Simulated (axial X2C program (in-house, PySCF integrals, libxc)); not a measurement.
# Worked dissociation energy of ZrCl⁻: PBE0, spin-free

All values were computed with an in-house relativistic program for diatomic molecules. Spin-free means the one-electron spin-free X2C Hamiltonian. Basis: Zr dyall-av3z [12s13p10d4f2g], Cl dyall-av3z [9s8p3d2f] (cores contracted in-house); Gaussian nuclei, density fitting, unrestricted open shells. Masses: Zr 89.905 u, Cl 34.969 u.

Molecular state: M_S = 1, Λ = 0 (beyond evenly filled blocks: δ+α, δ-α).

| Item | Value |
| --- | --- |
| E(Zr) (2M_S = 2, M_L = 0) | -3597.957302 hartree |
| E(Cl-) (2M_S = 0, M_L = 0) | -461.564810 hartree |
| E(ZrCl⁻) at Re | -4059.612013 hartree |
| ωe | 317.9 cm⁻¹ |
| ωexe | 1.47 cm⁻¹ |

Q: Work out De and D0.

A: De = -3597.957302 + (-461.564810) − (-4059.612013) = 0.08990 hartree = 2.446 eV. The zero-point energy is ωe/2 − ωexe/4 = 159 cm⁻¹ = 0.020 eV, so D0 = 2.427 eV.

Dissociation energies refer to the lowest single-determinant-based atoms at the same level and basis. The state is one determinant with fixed occupations, lowest in a PBE0 search at one distance only: followed along the bond, the 2c determinant Ω = 2 reaches 0.06 eV lower at PBE0, at Re = 2.435 Å, so the state shown is not the lowest. The highest occupied level of some functionals is positive through self-interaction error; at Hartree–Fock it is bound. The determinant is spin-polarised beyond a pure state at some levels (its spin-free form has ⟨S²⟩ too high), which makes Re and μ there less reliable.

Each atomic determinant is the lowest at this level and need not be a pure term. Totals compare only within one Hamiltonian and basis.
